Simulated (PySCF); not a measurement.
**C₆ coefficients of unlike pairs at PBE0**

Calculated with PySCF 2.14 from the dipole response of each species, C₆(A,B) = (3/π) ∫ α_A(iu) α_B(iu) du, in atomic units, from isotropic polarisabilities. For ions this is the dispersion term alone; charge-induced terms of lower order in 1/R come first.

| species | configuration | basis | relativity | α (bohr³) | C₆ (like pair) |
| --- | --- | --- | --- | --- | --- |
| Ca | [Ar] 4s2 (1S) | dyall-av3z (25s18p5d4f) | spin-free X2C | 162.0 | 2269 |
| Ne | [Ne] (1S) | dyall-av2z (11s7p2d) | none | 2.011 | 4.471 |
| As²⁺ | [Ar] 3d10 4s2 4p1 (2P) | aug-cc-pwCVTZ-PP with ECP10MDF (8s7p6d4f1g) | core potential | 10.33 | 45.73 |
| Te²⁺ | [Kr] 4d10 5s2 5p2 (3P) | x2c-QZVPPall with one added diffuse shell each of s, p, d, f type (14s10p8d5f1g) | spin-free X2C | 14.93 | 100.5 |

(1) Estimate C₆ for As²⁺ with Ca.

No spin-orbit coupling is included.

The other pairs:

| pair | C₆ |
| --- | --- |
| As²⁺, Ne | 12.95 |
| Te²⁺, As²⁺ | 67.71 |
| Te²⁺, Ne | 19.56 |
| Ne, Ca | 55.84 |
| Te²⁺, Ca | 361.7 |

Answers

(1) The integral gives 248.3. The combination rule 2 C_A C_B / (C_A α_B/α_A + C_B α_A/α_B) gives 240.8 and the geometric mean 322.1.
